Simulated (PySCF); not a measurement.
PySCF job for Al(Cl)(F)(SiH3) (AlClFH3Si), SMILES [F][Al]([SiH3])[Cl], TDDFT-LC-ωPBE/def2-SVPD. The structure is a stationary point at PBE-D3(BJ)/def2-SVP.

```python
import numpy as np
from pyscf import gto, scf, dft, tdscf

mol = gto.M(
    atom='''
    Al   -0.07874712   -0.18596701    0.37162215
    Cl    1.91752617   -0.67961594   -0.10048307
    F    -0.67062754   -0.80685824    1.81349939
    Si   -1.45281991    1.19691099   -1.08646986
    H    -2.80723029    1.45663324   -0.48637643
    H    -1.62917013    0.50669733   -2.41388081
    H    -0.76270508    2.51268157   -1.33353486
    ''',
    basis='def2-SVPD',
    charge=0,
    spin=0,
    max_memory=1600,
    verbose=4,
)
mf = dft.RKS(mol, xc='lc_wpbe').density_fit(auxbasis='def2-universal-jkfit')
mf.grids.level = 3
mf.conv_tol = 1e-9
mf.max_cycle = 100
mf.kernel()
mf.grids = dft.Grids(mol).set(level=1).build(with_non0tab=True)  # coarser grid for the response kernel
td = tdscf.TDDFT(mf)
td.singlet = True
td.nstates = 10
td.conv_tol = 1e-4
td.kernel(x0=td.get_init_guess(mf, 15))
td.analyze()
tt = tdscf.TDA(mf)
tt.singlet = False
tt.nstates = 4
tt.conv_tol = 1e-4
tt.kernel(x0=tt.get_init_guess(mf, 9))
tt.analyze(verbose=3)
```

Log of the run:

```
PySCF version 2.14.0

[INPUT] verbose = 4
[INPUT] num. atoms = 7
[INPUT] num. electrons = 56
[INPUT] charge = 0
[INPUT] spin (= nelec alpha-beta = 2S) = 0
[INPUT] symmetry False subgroup None
[INPUT] Mole.unit = angstrom
[INPUT] Symbol           X                Y                Z      unit          X                Y                Z       unit  Magmom
[INPUT]  1 Al    -0.078747120000  -0.185967010000   0.371622150000 AA   -0.148810489898  -0.351426717104   0.702264085322 Bohr   0.0
[INPUT]  2 Cl     1.917526170000  -0.679615940000  -0.100483070000 AA    3.623599297986  -1.284287996489  -0.189885482455 Bohr   0.0
[INPUT]  3 F     -0.670627540000  -0.806858240000   1.813499390000 AA   -1.267302382191  -1.524741094949   3.427017174166 Bohr   0.0
[INPUT]  4 Si    -1.452819910000   1.196910990000  -1.086469860000 AA   -2.745431738215   2.261833966582  -2.053130477995 Bohr   0.0
[INPUT]  5 H     -2.807230290000   1.456633240000  -0.486376430000 AA   -5.304896416683   2.752637887538  -0.919118246144 Bohr   0.0
[INPUT]  6 H     -1.629170130000   0.506697330000  -2.413880810000 AA   -3.078685356022   0.957519181748  -4.561573628243 Bohr   0.0
[INPUT]  7 H     -0.762705080000   2.512681570000  -1.333534860000 AA   -1.441303715014   4.748280005542  -2.520015662960 Bohr   0.0

nuclear repulsion = 238.005096383792
number of shells = 52
number of NR pGTOs = 192
number of NR cGTOs = 122
basis = def2-SVPD
ecp = {}


[settings echo left out]
init E= -1092.93144228234
  HOMO = -0.338885200010167  LUMO = -0.0353505730786661  gap/eV = 8.25960
cycle= 1 E= -1093.08006099684  delta_E= -0.149  |g|= 0.636  |ddm|=  2.6
  HOMO = -0.379500666958926  LUMO = -0.0222957958230419  gap/eV = 9.72004
cycle= 2 E= -1093.08588513566  delta_E= -0.00582  |g|= 0.759  |ddm|= 1.11
  HOMO = -0.420725179043568  LUMO = -0.00281455570161038  gap/eV = 11.37193
cycle= 3 E= -1093.17766276592  delta_E= -0.0918  |g|= 0.0597  |ddm|= 0.475
  HOMO = -0.410764823965709  LUMO = 0.0103576309389535  gap/eV = 11.45933
cycle= 4 E= -1093.17889580192  delta_E= -0.00123  |g|= 0.0229  |ddm|= 0.141
  HOMO = -0.411204041052621  LUMO = 0.0106882026974242  gap/eV = 11.48027
cycle= 5 E= -1093.17912205192  delta_E= -0.000226  |g|= 0.00396  |ddm|= 0.065
  HOMO = -0.412279692535257  LUMO = 0.0101678308403277  gap/eV = 11.49538
cycle= 6 E= -1093.17913288909  delta_E= -1.08e-05  |g|= 0.00108  |ddm|= 0.0176
  HOMO = -0.412202217204768  LUMO = 0.010167666055823  gap/eV = 11.49327
cycle= 7 E= -1093.17913377484  delta_E= -8.86e-07  |g|= 0.00024  |ddm|= 0.00554
  HOMO = -0.412230023126373  LUMO = 0.0101657804436628  gap/eV = 11.49398
cycle= 8 E= -1093.17913383464  delta_E= -5.98e-08  |g|= 5.42e-05  |ddm|= 0.00165
  HOMO = -0.412222639914857  LUMO = 0.010172560633773  gap/eV = 11.49396
cycle= 9 E= -1093.17913383742  delta_E= -2.78e-09  |g|= 1.25e-05  |ddm|= 0.000369
  HOMO = -0.412222769881997  LUMO = 0.0101718708190082  gap/eV = 11.49394
cycle= 10 E= -1093.17913383755  delta_E= -1.32e-10  |g|= 3.39e-06  |ddm|= 5.89e-05
  HOMO = -0.412222362737398  LUMO = 0.0101720841901911  gap/eV = 11.49394
Extra cycle  E= -1093.17913383756  delta_E= -9.78e-12  |g|= 1.42e-06  |ddm|= 8.74e-06
converged SCF energy = -1093.17913383756
tot grids = 31800


******** <class 'pyscf.tdscf.rks.TDDFT'> for <class 'pyscf.df.df_jk.DFRKS'> ********
nstates = 10 singlet
deg_eia_thresh = 1.000e-03
wfnsym = None
conv_tol = 0.0001
eigh lindep = 1e-12
eigh level_shift = 0
eigh max_cycle = 100


Excitation energies (eV)
[6.05472551 7.19692145 7.47240216 7.48846993 7.87443973 8.16989445
 8.28940428 8.29700409 8.44899435 8.65811018]

** Singlet excitation energies and oscillator strengths **
Excited State   1:      6.05473 eV    204.77 nm  f=0.0525
      28 -> 29        0.69524
Excited State   2:      7.19692 eV    172.27 nm  f=0.2324
      28 -> 30       -0.56209
      28 -> 31       -0.34329
      28 -> 32        0.16903
Excited State   3:      7.47240 eV    165.92 nm  f=0.0017
      27 -> 29        0.66989
      27 -> 34       -0.14292
Excited State   4:      7.48847 eV    165.57 nm  f=0.2925
      26 -> 29        0.17317
      28 -> 30        0.32553
      28 -> 31       -0.54782
Excited State   5:      7.87444 eV    157.45 nm  f=0.1295
      26 -> 29       -0.63092
      26 -> 34        0.11394
      27 -> 30        0.16627
      28 -> 30        0.10297
Excited State   6:      8.16989 eV    151.76 nm  f=0.0074
      24 -> 31        0.13804
      25 -> 29       -0.64207
      25 -> 34       -0.13121
Excited State   7:      8.28940 eV    149.57 nm  f=0.0685
      26 -> 29       -0.13118
      27 -> 30       -0.55775
      27 -> 31        0.24678
      27 -> 32        0.13418
      27 -> 33        0.12480
      28 -> 33        0.10054
Excited State   8:      8.29700 eV    149.43 nm  f=0.0460
      26 -> 30       -0.60200
      26 -> 31        0.17950
      26 -> 32        0.16293
      26 -> 33        0.17032
Excited State   9:      8.44899 eV    146.74 nm  f=0.0480
      24 -> 29        0.60229
      28 -> 32        0.23330
      28 -> 33        0.12352
Excited State  10:      8.65811 eV    143.20 nm  f=0.0018
      23 -> 29        0.25268
      24 -> 31        0.12011
      28 -> 34       -0.60859

** Transition electric dipole moments (AU) **
state          X           Y           Z        Dip. S.      Osc.
  1         0.1923      0.4813      0.2924      0.3541      0.0525
  2        -0.4249      0.6605     -0.8374      1.3181      0.2324
  3        -0.0161     -0.0902     -0.0329      0.0095      0.0017
  4         1.0550     -0.6048      0.3399      1.5943      0.2925
  5         0.7117     -0.3711      0.1644      0.6713      0.1295
  6        -0.0944     -0.1438     -0.0859      0.0370      0.0074
  7         0.5500     -0.1515     -0.1085      0.3372      0.0685
  8        -0.1698     -0.3805     -0.2296      0.2264      0.0460
  9        -0.2010     -0.1252      0.4194      0.2320      0.0480
 10         0.0589     -0.0695     -0.0088      0.0084      0.0018

** Transition velocity dipole moments (imaginary part, AU) **
state          X           Y           Z        Dip. S.      Osc.
  1         0.0429      0.1072      0.0652      0.0176      0.0527
  2        -0.1144      0.1777     -0.2253      0.0954      0.2405
  3        -0.0044     -0.0247     -0.0089      0.0007      0.0017
  4         0.2959     -0.1689      0.0941      0.1250      0.3027
  5         0.2089     -0.1086      0.0479      0.0577      0.1330
  6        -0.0289     -0.0440     -0.0261      0.0035      0.0077
  7         0.1707     -0.0479     -0.0317      0.0324      0.0710
  8        -0.0506     -0.1128     -0.0682      0.0199      0.0436
  9        -0.0642     -0.0383      0.1309      0.0227      0.0488
 10         0.0190     -0.0225     -0.0028      0.0009      0.0018

** Transition magnetic dipole moments (imaginary part, AU) **
state          X           Y           Z
  1        -0.3511     -0.2597      0.6634
  2         0.1322      0.3611      0.2191
  3        -0.1514      0.1059     -0.0949
  4         0.0118      0.0256     -0.0030
  5        -0.0134     -0.0251     -0.0155
  6        -0.3409      0.3784     -0.5029
  7        -0.2143     -0.6243     -0.3264
  8        -0.0203     -0.3954      0.7383
  9        -0.0347     -0.0209      0.0524
 10        -0.7055     -0.3081      0.9432


******** <class 'pyscf.tdscf.rks.TDA'> for <class 'pyscf.df.df_jk.DFRKS'> ********
nstates = 4 triplet
deg_eia_thresh = 1.000e-03
wfnsym = None
conv_tol = 0.0001
eigh lindep = 1e-12
eigh level_shift = 0
eigh max_cycle = 100


Excitation energies (eV)
[4.7910939  6.08019257 6.21034666 7.18486679]

** Triplet excitation energies and oscillator strengths **
Excited State   1:      4.79109 eV    258.78 nm  f=0.0000
Excited State   2:      6.08019 eV    203.91 nm  f=0.0000
Excited State   3:      6.21035 eV    199.64 nm  f=0.0000
Excited State   4:      7.18487 eV    172.56 nm  f=0.0000
```

The calculation finished and met its thresholds.
